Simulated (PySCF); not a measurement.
Electron correlation in Fe (iron, neutral)

[Ar] 3d7 4s1, high-spin 5F determinant (an excited configuration). All numbers are calculated (PySCF 2.14, the non-relativistic Hamiltonian (point nucleus), in aug-cc-pVDZ). Frozen: [Ar]; 8 electrons correlated.

MP2 pair energies summed by pair of shells (mhartree):

| pair | energy | share (%) |
| --- | --- | --- |
| 3d-3d | -180.98 | 90.4 |
| 3d-4s | -19.24 | 9.6 |

Total MP2 correlation energy: -200.22 mhartree.

Same-spin part -90.32 and opposite-spin part -109.90 mhartree; SCS-MP2 scales them by 1/3 and 6/5 to -161.98 mhartree.
